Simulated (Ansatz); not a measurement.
CH₅NOSi, SMILES `O=CN[SiH3]`, relaxed with RKS PBE-D4/def2-SVP in the Gaussian-basis code of Ansatz from a rough embedded geometry. The force threshold is 0.03 eV/Å; the program also tests the step.

Total charge 0; spin multiplicity 1.

Start:

```xyz
9

O     0.897   -0.818    1.722
C     0.056    0.042    1.493
N    -0.396    0.437    0.273
Si    0.142   -0.239   -1.152
H    -0.460    0.554    2.327
H    -1.170    1.123    0.204
H     1.604    0.129   -1.333
H    -0.080   -1.681   -1.223
H    -0.594    0.453   -2.310
```

By how much does the energy fall, and how many steps does the optimiser take? (Best estimate.)

The calculation gave: 7.50 kcal/mol, in 6 steps.

Which bonds change most? (Estimate.)

Ansatz gave: N3–Si4 from 1.667 to 1.792 Å; Si4–H8 from 1.461 to 1.498 Å; Si4–H9 from 1.537 to 1.502 Å; C2–H5 from 1.106 to 1.127 Å.

Give the relaxed structure. (Best estimate.)

Computed: 
```xyz
9

O     0.905   -0.785    1.590
C     0.020    0.056    1.499
N    -0.482    0.475    0.294
Si    0.194   -0.245   -1.200
H    -0.453    0.551    2.395
H    -1.221    1.183    0.301
H     1.655    0.059   -1.333
H    -0.045   -1.724   -1.242
H    -0.572    0.429   -2.303
```
